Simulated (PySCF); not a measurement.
Work out the structure from these simulated measurements.

Formula: C7H12NP.

* NMR, other nuclei: isotropic shieldings of nuclei other than C and H, by class: 44 (1 N), 196 (1 P) ppm [GIAO PBE0/pcSseg-1]
* UV, first state: lowest singlet excitation: 5.44 eV (228 nm, f = 0.125) [TDDFT wB97X-D/def2-SVPD]
* Polarisability: 115.2 au [wB97X-D/def2-SVPD]
* UV, strongest line: among the 10 lowest singlet transitions: S9 at 6.99 eV (177 nm, f = 0.399) [TDDFT wB97X-D/def2-SVPD]
* Dipole: 4.00 D [wB97X-D/def2-SVPD]
* Rotational structure: rotational constants A, B, C: 2.514, 0.890, 0.770 GHz [PBE0-D3(BJ)/def2-SVP]
* 13C NMR: chemical shifts (computed TMS as zero) by class: 159.5 (1 C), 153.0 (1 C), 127.2 (1 C), 57.7 (1 C), 25.2 (2 C), 17.7 (1 C) ppm [GIAO PBE0/pcSseg-1]

Gas-phase values; electronic properties from PySCF, density fitting. Levels stand in brackets. Geometry: PBE0-D3(BJ)/def2-SVP, one conformer, isolated molecule. Each NMR value is the plain mean over a class of atoms that symmetry, rotation or inversion makes alike.

Question: What is the compound? Reason from the data.

Answer: Numbering: `[CH3:1][c:2]1[cH:3][n:4]([CH:5]([CH3:6])[CH3:7])[cH:8][p:9]1`. 7 carbons fall into 6 classes; from least to most shielded: aromatic CH next to a ring nitrogen [C8] (159.5 ppm), substituted aromatic carbon [C2] (153.0 ppm), aromatic CH next to a ring nitrogen [C3] (127.2 ppm), chain sp3 carbon bound to nitrogen [C5] (57.7 ppm), methyl carbon [C6/C7] (25.2 ppm, 2 C), benzylic-type carbon [C1] (17.7 ppm). The other shieldings belong to: 44 ppm, pyrrole-type nitrogen [N4]; 196 ppm, phosphorus bonded to 2 C [P9]. The optimised geometry has point group Cs and is an asymmetric top. Structure: `Cc1cn(C(C)C)cp1`. The assignments are read from this structure; whether some other isomer fits the data as well wasn't checked.

Shape of the structure used: `[CH3:1][c:2]1[cH:3][n:4]([CH:5]([CH3:6])[CH3:7])[cH:8][p:9]1`: C3–N4–C5–C6 -64°.
